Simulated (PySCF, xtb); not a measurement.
GeF₂Cl₂, SMILES [F][Ge]([F])([Cl])[Cl].

GFN2-xTB (xtb 6.7.1) at its own geometry gives an orbital gap of 5.69 eV and a dipole moment of 2.60 D.

Geometry optimised at B3LYP-D3(BJ)/def2-SVP.

Q: What does PBE/def2-TZVP (PySCF) give? (Estimate from the structure and the level; the computed values follow.)

A: gap 5.38 eV (levels -8.63 and -3.25 eV), dipole 1.13 D.
